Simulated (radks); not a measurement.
Task: Spherical jellium clusters: N electrons in a uniform positive sphere of charge N and radius rs N^(1/3), rs unknown. Calculated with a radial shooting solver with Libxc functionals: non-relativistic Kohn-Sham, exchange-only LDA, spin-polarised, spherical densities. Levels are named by radial order and angular momentum (1s, 1p, 1d, 2s, ...), and open shells are averaged over m. Each electron was tried in the lowest free levels, single moves between levels near the top were tried too, and the lowest total energy was kept; such a search can miss a lower state. IP is vertical, at fixed background; rs is in bohr. The values of IP (eV) for N = 2 to 12 are 5.120, 3.604, 4.430, 4.912, 3.758, 4.385, 4.778, 3.007, 3.423, 3.745, 4.004. Estimate rs.

Result: rs = 3.14 bohr. A metal sphere has IP near W + 1/(2R) hartree with R = rs N^(1/3), and both terms fall as rs grows; shell closures ride on that trend.
